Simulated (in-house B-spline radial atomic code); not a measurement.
# RPBE excitations of the osmium ion Os⁸⁺

Method: RPBE. Computed with an all-electron radial atomic-structure program (B-spline basis): linear response of the closed shell [Xe] 4f14 with the functional's adiabatic kernel; scalar-relativistic (spin-free one-electron X2C), finite nucleus, no spin-orbit coupling, no double excitations, S, P, D and F terms only; shells from n = 3 respond. Only terms of natural parity with L up to 3 were computed.

Spin-orbit coupling is strong here, so these LS terms don't match observed levels.

Command:
```bash
python run_td.py task.json out
```
Settings (radii: box in bohr, nucleus in fm):
```
Z                        76
electrons                68
configuration            [Xe] 4f14
hamiltonian              x2c
method                   rpbe,pbe
box_radius               11.59
rms_radius               5.4126
intervals                68
```

Time taken, with all properties: 4.1 s on 1 thread of Intel(R) Xeon(R) Platinum 8375C CPU @ 2.90GHz (Ice Lake) (shared host).

The lowest states, in the order of their Tamm-Dancoff energies; the method's threshold (minus the highest occupied level) is 162.32 eV. Labels give the largest channel, * marks a mixed state, and oscillator strengths are full-response dipole values. Semilocal kernels can invert the small singlet-triplet splittings of Rydberg terms. Energies in eV:

```tsv
state	full response	Tamm-Dancoff	oscillator strength
5p → 5d 3P	50.91	51.00	-
5p → 5d 3F	51.45	51.54	-
5p → 5d 1F	54.28	54.33	-
4f → 5d 3P	?	?	-
4f → 5d 3F	?	?	-
```

(1) Where does 4f → 5d 3P lie?

(2) Where does 4f → 5d 3F lie?

(3) How large is the singlet-triplet splitting of 5p → 5d (F terms) in Tamm-Dancoff?

(4) What polarisabilities and dispersion coefficient does the method give?

## Answers

(1) At 59.89 eV in full response, 59.91 eV in Tamm-Dancoff.

(2) At 60.22 eV in full response, 60.23 eV in Tamm-Dancoff.

(3) 2.79 eV, from the unrounded values.

(4) Dipole 1.422 bohr³, quadrupole 1.484 bohr⁵, C6 4.53 hartree·bohr⁶ for two such species.
